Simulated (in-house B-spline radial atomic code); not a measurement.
A fraction x of an electron is moved 3p → 4d in Br2+, starting from [Ar] 3d10 4s2 4p3 and keeping the highest spin. Method: non-relativistic BHandHLYP, spin-polarised, spherical fractional occupations, point nucleus. Calculated with a radial B-spline atomic code at the basis-set limit.

Caution: exact exchange at fractional occupations of open shells leaves self-interaction of up to several eV.

| x | E(x) - E(0) (eV) | 3p down level (eV) | 4d up level (eV) |
| --- | --- | --- | --- |
| 0 | 0.0000 | -211.331 | - |
| 0.125 | 25.1878 | -212.561 | -10.633 |
| 0.25 | 50.4810 | -213.766 | -11.005 |
| 0.375 | ? | ? | ? |
| 0.5 | ? | ? | ? |
| 0.625 | 126.9657 | -217.236 | -12.113 |
| 0.75 | 152.6528 | -218.346 | -12.481 |
| 0.875 | 178.4312 | -219.434 | -12.848 |
| 1 | 204.2984 | -220.500 | -13.215 |

(1) What belongs in the row x = 0.375?

(2) What belongs in the row x = 0.5?

(3) Check Janak's theorem between x = 0.125 and 0.25.

Results:

(1) An energy change of 75.8770 eV; 3p down at -214.947 eV, 4d up at -11.376 eV.

(2) An energy change of 101.3729 eV; 3p down at -216.103 eV, 4d up at -11.745 eV.

(3) The slope of the energy is 202.35 eV; the orbital levels give 202.34 eV (ε of the receiving orbital less ε of the emptying one, averaged over the two points).
